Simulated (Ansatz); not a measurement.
Total energies of CH5NOSSi, SMILES `N[SiH](O)C=S`.

```xyz
10

N    -0.572   -0.290   -1.413
Si    0.455   -0.138   -0.062
O     0.633   -1.569    0.728
C    -0.164    0.998    1.306
S    -1.030    2.320    0.990
H    -1.556   -0.470   -1.289
H    -0.416    0.312   -2.206
H     1.736    0.405   -0.587
H     0.827   -2.336    0.187
H     0.087    0.768    2.346
```

Charge 0, multiplicity 1. The geometry is a stationary point of PBE0-D4/def2-TZVP. It is one conformer, not always the lowest. Basis def2-TZVPP, the Gaussian-basis code of Ansatz.

RPA on PBE orbitals: Hartree–Fock energy of these orbitals -856.65571 Eh, correlation -1.45940 Eh (frozen core).

```json
{"functional": "LDA (SPW92)", "energy without D4 (Eh)": "-855.04091", "D4 term (kJ/mol)": "–"}
{"functional": "r2SCAN", "energy without D4 (Eh)": "-858.78649", "D4 term (kJ/mol)": "-5.8"}
{"functional": "B97M-V", "energy without D4 (Eh)": "-858.72317", "D4 term (kJ/mol)": "–"}
{"functional": "PBE0", "energy without D4 (Eh)": "-858.47525", "D4 term (kJ/mol)": "-20.0"}
{"functional": "r2SCANh", "energy without D4 (Eh)": "-858.77294", "D4 term (kJ/mol)": "-6.2"}
{"functional": "r2SCAN0", "energy without D4 (Eh)": "-858.75379", "D4 term (kJ/mol)": "-6.9"}
{"functional": "HSE06 (plane-wave form)", "energy without D4 (Eh)": "-858.45306", "D4 term (kJ/mol)": "-18.7"}
{"functional": "BHLYP", "energy without D4 (Eh)": "-858.83617", "D4 term (kJ/mol)": "-29.8"}
{"functional": "CAM-B3LYP", "energy without D4 (Eh)": "-858.87904", "D4 term (kJ/mol)": "-20.5"}
{"functional": "LC-ωPBE", "energy without D4 (Eh)": "-858.61441", "D4 term (kJ/mol)": "–"}
{"functional": "ωB97X-V", "energy without D4 (Eh)": "-858.76773", "D4 term (kJ/mol)": "–"}
{"functional": "ωB97M-V", "energy without D4 (Eh)": "-858.83140", "D4 term (kJ/mol)": "–"}
{"functional": "B2PLYP", "energy without D4 (Eh)": "-858.56175", "D4 term (kJ/mol)": "–"}
{"functional": "PBE-QIDH", "energy without D4 (Eh)": "-858.28402", "D4 term (kJ/mol)": "–"}
```

Give the same for PBE, revPBE, BLYP, B3LYP. (An estimate is asked.)

Computed: 
| functional | energy without D4 (Eh) | D4 term (kJ/mol) |
| --- | --- | --- |
| PBE | -858.40934 | -23.6 |
| revPBE | -858.73952 | -68.2 |
| BLYP | -858.87969 | -51.4 |
| B3LYP | -858.97240 | -38.1 |

B3LYP takes the VWN-RPA correlation (the form of Gaussian; ORCA's B3LYP/G). HSE06 is the plane-wave form, built on full-range PBE exchange. The double hybrids freeze the cores in their second-order part.

LC-ωPBE has ω = 0.4 bohr⁻¹.
